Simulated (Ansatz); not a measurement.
Consider the silylene formation by 1,1-elimination: `N=C=C[SiH3]` → `C=C=N` + `[SiH2]`.

Isolated molecules relaxed with PBE0-D4/def2-TZVP in Ansatz; ΔE leaves out vibrations. CBS: MP2 limit from def2 TZ/QZ plus the TZ coupled-cluster correction, frozen cores. This one scheme is used for every species. DFT in def2-TZVPP. B3LYP here is the variant with VWN-RPA as its local correlation; programs differ in this. Each species was taken in one conformer, which may not be the lowest.

CCSD(T)/CBS gives +61.6 kcal/mol.

Question: Another level gave +54.5 kcal/mol. Which?
A. CCSD(T)/def2-TZVPP
B. LC-ωPBE/def2-TZVPP
C. B3LYP/def2-TZVPP
D. BLYP/def2-TZVPP

Answer: D. BLYP 54.5, LC-ωPBE 65.5, CCSD(T)/def2-TZVPP 60.0, B3LYP 57.7 kcal/mol.

Largest T1 diagnostic among the species: 0.015.

In def2-TZVPP, CCSD(T) changes the Hartree–Fock value by +2.6 kcal/mol (the triples alone add +1.3 kcal/mol) and MP2 by +8.4 kcal/mol. The D4 term adds +2.7 kcal/mol with B3LYP and +1.5 kcal/mol with PBE0; it sums over pairs of atoms, weighted by their polarisabilities, and B3LYP, whose exchange is more repulsive, gets the larger term.
